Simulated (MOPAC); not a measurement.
MOPAC input (AM1):

```
AM1 PRECISE GNORM=0.05 LET XYZ GEO-OK AUX(PRECISION=9) THREADS=1
FNa

Na   -0.00000000 1   -0.00000000 1   -0.86720303 1
F     0.00000000 1    0.00000000 1    1.05991481 1
```

### Question
What heat of formation does the run end on?

### Answer
-56.82 kcal/mol.
